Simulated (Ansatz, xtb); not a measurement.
## C2H6AlBrO: where a starting geometry ends

The starting geometry of this gas-phase singlet was built from a drawn formula by distance geometry and a force field; its bonds are those of `[CH3][Al]([Br])[CH2]O`.

```yaml
atoms:
  - { symbol: C, position_ang: [-0.2369, -0.3941, -2.1372] }
  - { symbol: C, position_ang: [1.2008, -1.1461, 0.9185] }
  - { symbol: Al, position_ang: [-0.1763, -1.4821, -0.4935] }
  - { symbol: Br, position_ang: [-1.7097, -3.2347, -0.1806] }
  - { symbol: O, position_ang: [1.9952, -0.0357, 0.5549] }
  - { symbol: H, position_ang: [0.6014, 0.4011, -2.0927] }
  - { symbol: H, position_ang: [-0.0752, -1.0269, -3.0211] }
  - { symbol: H, position_ang: [-1.1962, 0.1316, -2.2343] }
  - { symbol: H, position_ang: [0.6771, -0.8939, 1.8544] }
  - { symbol: H, position_ang: [1.7968, -2.0168, 1.0716] }
  - { symbol: H, position_ang: [2.6385, -0.3383, -0.1422] }
```

Problem. Predict what it relaxes into with r2SCAN-D4/def2-SVP.

Solution. It keeps its bonds, and is `[CH3][Al]([Br])[CH2]O`.

The energy falls by 0.18 eV over 20 steps:

| step | E − E(last) (eV) |
| --- | --- |
| 1 | 0.182 |
| 3 | 0.005 |
| 5 | 0.002 |
| 7 | 0.001 |
| 9 | 0.001 |
| 12 | 0.000 |
| 14 | 0.000 |
| 16 | 0.000 |
| 18 | 0.000 |
| 20 | 0.000 |

Final geometry (Å):

```xyz
11

C    -0.2262   -0.4025   -2.1340
C     1.2363   -1.2155    0.8762
Al   -0.1885   -1.4259   -0.4799
Br   -1.8344   -2.9470   -0.0716
O     2.0302   -0.0464    0.6213
H     0.3706    0.5214   -2.0544
H     0.1957   -0.9954   -2.9661
H    -1.2506   -0.1282   -2.4353
H     0.7501   -1.0495    1.8562
H     1.8617   -2.1191    1.0432
H     2.5706   -0.2280   -0.1577
```

From the same start GFN2-xTB ends elsewhere, differing in Al3–O5 (1.87 against 2.84 Å here).

The end wasn't checked by frequencies. Run with Ansatz 0.2.0, 38 s on 2 threads of Intel(R) Xeon(R) 6975P-C (Granite Rapids), with other jobs on the host.
